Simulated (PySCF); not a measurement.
## Structure from NMR data

Molecular formula: C6H13BO2. Simulated spectra:

¹H NMR (400 MHz, computed): δ 5.67 (m, 1H), 5.42 (m, 1H), 3.64 (s, 6H), 1.56 (d, 3H), 1.47 (d, 2H).

¹³C{¹H} NMR (computed): δ 139.8 (CH), 127.6 (CH), 52.2 (CH3), 16.5 (CH2), 13.3 (CH3).

[PySCF: structure optimised with PBE0-D3(BJ)/def2-SVP; shielding tensors at B3LYP/pcSseg-1 (GIAO); averaged over atoms made equivalent by symmetry, fast rotation or ring inversion; isolated molecule; single conformer; relativity neglected]

Shifts are taken against calculated references (same method and geometry level): ¹H (31.38 ppm) and ¹³C (179.24 ppm) vs TMS.

Task: Choose the structure that fits.
A. C=C(CC)B(OC)OC
B. C/C=C\CB(OC)OC
C. C=C(C)COB(C)OC
D. CC/C=C/B(OC)OC

Result: B. 

1. 5 carbon signals for 6 carbons: some carbons are equivalent by symmetry or fast rotation.
2. Carbon types of the structure: 2 × CH, 1 × CH2, 3 × CH3, which accounts for all hydrogens.
3. δC 139.8, 127.6: alkene CH; the olefinic region.
4. δC 52.2: methyl carbon bonded to O; deshielded by the electronegative neighbour.
5. δC 13.3: allylic methyl carbon; saturated and bonded to C and H only.
6. δH 5.67, 5.42: hydrogen on an alkene CH; a vinylic proton, deshielded by the sp2 carbon and the C=C anisotropy.
7. δH 3.64: hydrogen on a methyl carbon bonded to O; its carbon carries O, hence the downfield position.

The others: C=C(C)COB(C)OC would give 6 carbon signals, not 5; CC/C=C/B(OC)OC has carbons computed at 168.3, 124.3, 53.0, 36.0, 16.4; C=C(CC)B(OC)OC has carbons computed at 158.5, 131.1, 53.9, 37.1, 17.4, with a different DEPT pattern.

A carbon bonded to boron is broadened by the quadrupolar boron nucleus and is often missing from a measured spectrum. Shifts are as computed. Against solution values, carbons near 30 ppm lie about +2 ppm off and those near 130 ppm about +6 ppm. Of 1211 compounds with measured shifts, 218 miss one by over three times the rms of a fit or turn the order of signals round; such compounds aren't used in these exercises. No couplings were computed; multiplicities are counted from neighbouring protons, with m where these are inequivalent, close in shift, in a saturated or five-membered ring or joined by F or P, and br s for small geminal =CH2 splittings.
